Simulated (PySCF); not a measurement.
Cyclo-(Cl2SnS)4.
Bonds: Sn1–Cl2, Sn1–Cl3, Sn1–S4, Sn1–S16, S4–Sn5, Sn5–Cl6, Sn5–Cl7, Sn5–S8, S8–Sn9, Sn9–Cl10, Sn9–Cl11, Sn9–S12, S12–Sn13, Sn13–Cl14, Sn13–Cl15, Sn13–S16.

Method: PBE0-D3(BJ)/def2-SVP geometry optimisation, gas phase, def2 core potentials past Kr (PySCF); density fitting, grid level 1; the optimiser is geomeTRIC in internal coordinates, started from a GFN2-xTB structure with every atom displaced at random (about 0.03 Å).

Step 0: E = -166773.5075 eV
```
atom  x, y, z in Å  |  force x, y, z in eV/Å
Sn1     0.5966   -1.1719    2.4996   -0.742   1.764  -2.009
Cl2     0.1955   -3.3881    2.3091   -0.088  -1.145  -0.135
Cl3     1.1258   -0.6093    4.6107    0.359   0.270   1.262
S4     -1.4859    0.1042    2.0547   -0.127  -0.588  -0.697
Sn5    -2.6152   -0.8568    0.0033    2.209   0.352   0.748
Cl6    -4.1261   -2.4741    0.5594   -0.384  -0.476   0.160
Cl7    -3.7146    0.8768   -1.0077   -0.238   0.465  -0.282
S8     -0.8800   -1.7883   -1.5083   -0.510  -0.025   0.367
Sn9     0.0678    0.0758   -2.6859   -0.120   0.156   0.410
Cl10    2.1941   -0.5857   -3.3389    0.008   0.005   0.022
Cl11   -1.1849    0.4802   -4.6098    0.123   0.079   0.186
S12     0.1868    2.1282   -1.3749   -0.809   0.129  -0.687
Sn13    1.9099    1.8898    0.2022    0.276  -1.635   0.419
Cl14    3.9154    2.6304   -0.6537    0.313   0.070  -0.105
Cl15    1.4657    3.1070    2.0836   -0.197   0.417   0.473
S16     2.3149   -0.4520    0.9230   -0.073   0.163  -0.131
```

Q: Estimate the geometry and energy of step 1. (The exact step hangs on the optimiser's Hessian estimate; all steps are aligned on step 0, rigid shifts and turns removed.)

A: E = -166773.9197 eV, largest force 1.594 eV/Å
```
atom  x, y, z in Å  |  force x, y, z in eV/Å
Sn1     0.5698   -1.1290    2.4050   -0.518   1.084  -1.048
Cl2     0.1027   -3.3664    2.2173   -0.030  -0.546  -0.065
Cl3     1.1638   -0.5829    4.5439    0.167   0.085   0.549
S4     -1.4544    0.1967    2.0000   -0.115  -0.437  -0.468
Sn5    -2.5317   -0.8253    0.0142    1.392   0.222   0.528
Cl6    -4.0610   -2.4320    0.6250   -0.163  -0.199   0.078
Cl7    -3.6177    0.8787   -1.0964   -0.132   0.251  -0.132
S8     -0.8176   -1.8235   -1.4280   -0.381  -0.128   0.280
Sn9     0.0603    0.0605   -2.6171   -0.061   0.138   0.255
Cl10    2.2142   -0.5191   -3.2585    0.027  -0.038   0.022
Cl11   -1.1951    0.4273   -4.5388    0.079   0.076   0.101
S12     0.0899    2.1141   -1.3308   -0.565   0.161  -0.398
Sn13    1.8612    1.8352    0.2130    0.227  -1.024   0.304
Cl14    3.8557    2.6159   -0.6594    0.155   0.041  -0.057
Cl15    1.4299    3.0138    2.1452   -0.118   0.219   0.196
S16     2.2957   -0.4978    0.8318    0.036   0.095  -0.144
```

The energy changes by -0.4122 eV. The first-order estimate −F·Δx gives -0.5160 eV and the mean of the old and new forces, exact on a quadratic surface, -0.4196 eV. The step makes an angle of 75° with the force vector and moves no atom by more than 0.132 Å.

The cost below is that of the whole optimisation. On 2 threads of an AMD EPYC 7R43, no GPU, on a shared host, this took 21 min wall, 45 min CPU and 5.0 GiB of memory at its peak.
